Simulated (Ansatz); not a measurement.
`C=[CH][Ga]([CH3])[Cl]` → `C=[CH][GaH][Cl]` + `[CH2]` (triplet) at 600 K and 1 bar (formal loss of a carbene).

Isolated molecules relaxed with PBE0-D4/def2-TZVP in Ansatz; ΔE leaves out vibrations. CCSD(T)/CBS is the MP2 limit (def2-TZVPP, def2-QZVPP) plus CCSD(T) − MP2 in def2-TZVPP, frozen cores. This one scheme is used for every species. Triplets are unrestricted, without spin–orbit coupling. For Ga outer-core shells are correlated without core-valence functions, which leaves a few kJ/mol of doubt a bond. Scalar relativity is left out up to krypton. One conformer a species, not always the lowest.

```
                species  CCSD(T)/CBS energy (Eh)  H − E (kJ/mol)  S (J/(mol·K))
`C=[CH][Ga]([CH3])[Cl]`              -2501.53436           274.1          478.5
      `C=[CH][GaH][Cl]`              -2462.25636           181.8          408.2
      `[CH2]` (triplet)                -39.09499            66.5          220.8
```

H − E and S are ideal-gas, rigid-rotor, harmonic terms from PBE0-D4/def2-TZVP, for one conformer and one mirror image of each species, with the whole ground term of open shells counted as degenerate. 1 Eh = 2625.50 kJ/mol, R = 8.31446 J/(mol·K).

By hand: ΔE, ΔH, ΔS and ΔG.

ΔE = (-2462.25636) + (-39.09499) − (-2501.53436) = 0.18301 Eh = 480.5 kJ/mol. Δ(H − E) = 181.8 + 66.5 − 274.1 = -25.8, so ΔH = 454.7 kJ/mol. ΔS = 408.2 + 220.8 − 478.5 = 150.5 J/(mol·K). ΔG = 454.7 − 600 × (150.5)/1000 = 364.4 kJ/mol.

By hand: the equilibrium constant, and the temperature at which ΔG would vanish if ΔH and ΔS stayed fixed.

log₁₀ K = −ΔG/(RT ln 10) = -31.7. ΔG = 0 at ΔH/ΔS = 3021 K, far beyond where these terms or the molecules hold.

The number of gas molecules changes by +1, which sets the sign of ΔS. A doubt of 5 kJ/mol in ΔE shifts log₁₀ K by 0.4 here. Other conformers and mirror images would add mixing entropy, several J/(mol·K) or more a flexible species. Modes under 60 cm⁻¹, often nearly free rotors, make the harmonic entropy too high. A triplet takes part, so the spin changes. These are equilibria of isolated gas molecules and say nothing of rates. Largest T1 diagnostic: 0.012 (customary marks: 0.02 for closed shells, 0.045 for open ones).
